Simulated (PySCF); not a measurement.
Gas-phase reaction: 2 SiH₂(NH₂)₂ + 2 SiF₄ = 2 SiF₄.NH₃ + 2 SiN + 3 H₂. Level: ωB97X-V/def2-TZVP†; standard pressure 1 bar.

Method: PySCF energies plus ideal-gas RRHO corrections (1 bar). † marks an energy on the PBE0/def2-TZVP geometry and frequencies. Open shells (unrestricted): SiN (multiplicity 2); the rest are closed-shell singlets. No R ln 2 is added for the mirror-image form of SiH₂(NH₂)₂. Adducts (SiF₄.NH₃) have no counterpoise correction, and HF, PBE, BLYP, B3LYP and PBE0 lack dispersion. SiH₂(NH₂)₂, SiF₄.NH₃: computed as isolated molecules; such fragments, hydroxides, amides, oligomers or adducts are transient or little studied in the gas. The harmonic model lacks anharmonicity and excited electronic states, which grow with temperature; levels with a mode under 35 cm⁻¹ are left out. Internal rotation in SiH₂(NH₂)₂, SiF₄.NH₃ is treated as a harmonic vibration of one conformer, which makes the entropy rough.

| T (K) | 1000/T (1/K) | log10 K |
|---|---|---|
| 1000 | 1.0000 | -42.43 |
| 1200 | 0.8333 | -32.10 |
| 1400 | 0.7143 | -24.75 |
| 1600 | 0.6250 | -19.26 |
| 1800 | 0.5556 | ? |
| 2000 | 0.5000 | -11.61 |

**Question.** Fit log10 K = a + b·(1000/T) to the five rows, get the mean ΔH° and ΔS°, and predict log10 K at 1800 K.

**Answer.** Means: 1000/T = 0.7345, log10 K = -26.030. Sums of products about the means: Sxy = -9.10258, Sxx = 0.147640, so b = Sxy/Sxx = -61.65 and a = -26.030 − (-61.65)×0.7345 = 19.25.
ΔH° = −R ln 10 × 1000 K × b = −19.145 × (-61.65) = 1180 kJ; ΔS° = R ln 10 × a = 369 J/K. The run's own values go from 1188 kJ and 375 J/K at 1000 K to 1165 kJ and 360 J/K at 2000 K.
Prediction at 1800 K: 19.25 + (-61.65)×0.5556 = -15.00. The computed value is -15.00, 0.00 from the line.
For scale, ΔH°(298 K) is 1182 kJ at this level, 1137 kJ at ωB97M-V/def2-TZVP†, and runs from 994 to 1182 kJ over the 13 levels computed.
